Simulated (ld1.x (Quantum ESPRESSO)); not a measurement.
# cobalt: one change to a TM potential, before and after

- Element: Co (Z = 27)
- Generator: ld1.x (Quantum ESPRESSO) 7.5
- Type: norm-conserving Troullier–Martins (Kleinman–Bylander form)
- Functional: LDA (PZ)
- Relativity: scalar-relativistic
- Frozen core: [Ar]
- Valence charge: 9
- Reference configuration: 3d7 4s2 4p0
- Partial waves: 4s (bound): rc 2.10 bohr; 3d (bound): rc 1.75 bohr; 4p (bound, empty): rc 2.80 bohr
- Local potential: the p channel
- Core correction: Bessel-smoothed model core inside 1.70 bohr

Change: wave 3d (bound): rc 1.75 bohr becomes 3d (bound): rc 1.26 bohr.

Cutoffs: the cutoffs (Ry, on a coarse ladder) from which the occupation-weighted sum of valence levels, in a spherical-Bessel basis at the reference potential, stays within 10 and 1 mRy of its value at 400 Ry; they do not see the model core or the augmentation charge, which bear on the density cutoff. Errors are all-electron minus pseudo energies relative to the spin-unpolarised reference configuration.

**Question.** How do hardness, ghosts and transferability respond?

**Answer.** The potential gets harder (90 Ry and 160 Ry → 140 Ry and 260 Ry); both files keep a bound ghost (s); the number of tests with a reliable result goes from 8 to 6; of the 5 tests that both files solve, the error grows in 5 and shrinks in 0 by more than 15 % and 0.3 meV (median size 310.0 → 428.9 meV). A smaller radius makes the pseudo-wave follow the all-electron one further in, where it bends more sharply, so more plane waves are needed. That the errors move this way runs against the usual rule that smaller radii transfer better.

| quantity | base | changed |
| --- | --- | --- |
| cutoff, loose | 90 Ry | 140 Ry |
| cutoff, tight | 160 Ry | 260 Ry |
| loose cutoff by channel (10 mRy a level) | s 8 Ry, d 80 Ry | s 8 Ry, d 140 Ry |
| bound ghosts | s | s |
| tests with a reliable result | 8 of 9 | 6 of 9 |
| error for 3d7 4s0 4p0, meV [ΔE 26.38 eV] | -34 | -50 |
| error for 3d6 4s2 4p1, meV [ΔE 9.77 eV] | -450 | -592 |
| error for 3d7 4s0 4p2, meV [ΔE 9.14 eV] | -3.9 | -7.0 |
| error for 3d8 4s0 4p0, meV [ΔE 6.71 eV] | -310 | -429 |
| error for 3d7 4s2 4p0 (spin-polarised), meV [ΔE -1.98 eV] | +756 | +923 |
| s: phases at 3.04 bohr within 0.05 rad from the reference energy up to (Ry; the scan ends near 5) | 1.5 | 1.5 |
| p: phases at 3.04 bohr within 0.05 rad from the reference energy up to (Ry; the scan ends near 5) | 2.4 | 2.4 |
| d: phases at 3.04 bohr within 0.05 rad from the reference energy up to (Ry; the scan ends near 5) | 0.3 | 0.3 |

 A true bound ghost makes a file unfit for plane-wave use even where its test errors are small: the radial tests pick states by their node count and pass the ghost by.
